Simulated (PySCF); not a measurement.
```xyz
10

Si     2.1245    -0.3680    -0.5844
C      0.4610    -0.5276    -0.1230
C     -0.4603     0.5276     0.1256
Si    -2.1248     0.3680     0.5831
H      2.7569     0.9496    -0.7651
H      2.9709    -1.5487    -0.8141
H      0.0915    -1.5450    -0.0149
H     -0.0901     1.5450     0.0198
H     -2.9721     1.5486     0.8098
H     -2.7574    -0.9496     0.7632
```

Charge 0, multiplicity 1.

Task: Give the Mulliken and meta-Löwdin atomic charges from PBE-D3(BJ)/def2-TZVP // B3LYP-D3(BJ)/def2-TZVP (PySCF).

Result: 
| atom | Mulliken (e) | meta-Löwdin (e) |
|---|---|---|
| Si1 | 0.06 | 0.35 |
| C2 | -0.19 | -0.37 |
| C3 | -0.19 | -0.37 |
| Si4 | 0.06 | 0.35 |
| H5 | 0.00 | -0.06 |
| H6 | 0.01 | -0.05 |
| H7 | 0.11 | 0.13 |
| H8 | 0.11 | 0.13 |
| H9 | 0.01 | -0.05 |
| H10 | 0.00 | -0.06 |
